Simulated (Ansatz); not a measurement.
`BN([SiH3])[SiH2]F` + `OCO[SiH3]` → `BOCO` + `F[SiH2]N([SiH3])[SiH3]`  (redistribution)

Calculated with Ansatz (gas phase, PBE0-D4/def2-TZVP geometries, no zero-point term in ΔE). CCSD(T)/CBS adds triple-zeta CCSD(T) − MP2 to the extrapolated MP2 energy (def2 sets, frozen cores). DFT in def2-TZVPP. B3LYP here is the variant with VWN-RPA as its local correlation; programs differ in this. One conformer a species, not always the lowest.

Problem. Is it downhill or uphill in electronic energy at CCSD(T)/CBS, and by how much? (Estimate.)

Solution. Computed: Nearly level: ΔE = +0.3 kJ/mol.

Problem. What do these levels give: PBE0-D4, B3LYP-D4, ωB97X-V, ωB97M-V, B2PLYP, r2SCAN, HF/def2-TZVPP, MP2/def2-TZVPP, CCSD/def2-TZVPP, MP2/def2-QZVPP, HF/CBS(def2), CCSD/CBS(def2)? (Best estimate.)

Solution. The calculation gave: PBE0-D4 -1.8, B3LYP-D4 -0.1, ωB97X-V 0.0, ωB97M-V -0.3, B2PLYP 2.5, r2SCAN 0.5, HF/def2-TZVPP 7.2, MP2/def2-TZVPP 0.4, CCSD/def2-TZVPP 1.1, MP2/def2-QZVPP 0.7, HF/CBS(def2) 7.1, CCSD/CBS(def2) 1.6 kJ/mol.

Largest T1 diagnostic among the species: 0.013.

In def2-TZVPP, CCSD(T) changes the Hartree–Fock value by −7.4 kJ/mol (the triples alone add −1.3 kJ/mol) and MP2 by −6.7 kJ/mol. The D4 term adds −4.2 kJ/mol with B3LYP and −2.3 kJ/mol with PBE0; it sums over pairs of atoms, weighted by their polarisabilities, and B3LYP, whose exchange is more repulsive, gets the larger term.
